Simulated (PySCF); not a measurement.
## Gallium: a sound run and one with changed settings

Sound run: Ga(2+) [Ar] 3d10 4s1, Ga(3+) [Ar] 3d10. Calculation: PySCF 2.14, in cc-pVTZ-PP with ECP10MDF; a scalar-relativistic core potential. The sound run starts from symmetry-adapted Hartree-Fock orbitals and uses a fine grid where one is needed.

Changed run: basis STO-3G, all-electron and non-relativistic. This setting is unsound on purpose.

```
species  method  sound run (hartree)  changed run (hartree)  converged
 Ga(2+)     UHF           -257.40969            -1900.00347        yes
 Ga(2+)    MN15           -258.84977            -1898.98621        yes
 Ga(2+)  r2SCAN           -258.36577            -1901.17744        yes
 Ga(3+)     UHF           -256.32079            -1899.03058        yes
 Ga(3+)    MN15           -257.74024            -1898.02237        yes
 Ga(3+)  r2SCAN           -257.21556            -1900.18949        yes
```

Ionisation energy of Ga(2+):

```tsv
method	sound run (eV)	changed run (eV)
UHF	29.631	26.473
MN15	30.192	26.227
r2SCAN	31.299	26.883
```

A minimal basis cannot let orbitals breathe on ionisation and holds almost no correlation. The Hamiltonian changed with the basis, so the totals do not compare.

For comparison, NIST gives 30.726 eV between the lowest levels.
